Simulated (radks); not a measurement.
Question: Neutral lead, 82 electrons, occupied as [Xe] 4f14 5d8 6s2 6p2 5f2 (not the ground configuration). Method: scalar-relativistic Kohn-Sham, B86b exchange with PBE correlation, spin-polarised, spherical densities, point nucleus; open shells are filled with parallel spins first (spin-orbit coupling, left out, can overturn this in heavy ions); computed with a radial shooting solver on a logarithmic mesh with Libxc functionals. Some entries of the table are withheld. Estimate them.

orbital,occ.,eigenvalue (hartree),r(max) (bohr)
1s up,1,-3240.131,0.009837
1s down,1,-3240.130,0.009837
2s up,1,-580.2249,0.05713
2s down,1,-580.2162,0.05713
2p up,3,-497.7030,0.04761
2p down,3,-497.6953,0.04761
3s up,1,-139.9241,0.1611
3s down,1,-139.9201,0.1611
3p up,3,-116.2683,0.1613
3p down,3,-116.2638,0.1613
3d up,5,-92.17447,0.1314
3d down,5,-92.16758,0.1314
4s up,1,-32.32975,0.3622
4s down,1,-32.32047,0.3622
4p up,3,-24.57844,0.3823
4p down,3,-24.56967,0.3823
4d up,5,-15.61589,0.3883
4d down,5,-15.60574,0.3883
5s up,1,-6.12211,0.7880
5s down,1,-6.07008,0.7868
4f up,7,-5.72091,0.3498
4f down,7,-5.70806,0.3498
5p up,3,-3.95782,0.8790
5p down,3,-3.89699,0.8775
5d up,5,(1),1.053
5d down,3,(2),1.051
6s up,1,-0.96685,1.847
6s down,1,-0.88954,1.840
6p up,2,-0.53448,2.263
6p down,0,-0.45977,2.268
7s up,0,-0.17610,4.519
6d up,0,-0.13391,3.521
5f up,2,-0.02265,8.778

Answer: 
(1) 5d up eigenvalue (hartree): -1.51300
(2) 5d down eigenvalue (hartree): -1.44302
